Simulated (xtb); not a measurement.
C2H6OZn, quintet, at the geometry of the source list (GFN-xTB shapes and energies of metal compounds can be far from the true ones) (a higher spin typed on purpose: for a closed-shell molecule this is an excited state).

The xtb input:
```
$ xtb mol.xyz --gfn 2 --chrg 0 --uhf 4 --json

# file mol.xyz
10

Zn     1.01820000     0.69780000     0.89030000
C      0.34110000    -0.64110000    -0.45740000
C     -1.00680000    -0.29150000    -1.07450000
H      0.24890000    -1.57630000     0.09250000
H      1.06390000    -0.80590000    -1.25070000
H     -0.95520000     0.62120000    -1.66360000
H     -1.77450000    -0.16580000    -0.31420000
H     -1.32120000    -1.09920000    -1.73790000
O      0.92110000     1.32930000     2.50770000
H      1.46450000     1.93140000     3.00790000
```

Q: What does this run give for the dipole moment, total energy, partial charges in atom order?

A: 
The dipole moment is 3.42 D, the total energy comes out as -11.3228 Eh and the partial charges in atom order comes out as Zn1 -0.19, C2 -0.05, C3 -0.12, H4 0.09, H5 0.09, H6 0.09, H7 0.09, H8 0.06, O9 -0.36, H10 0.31.
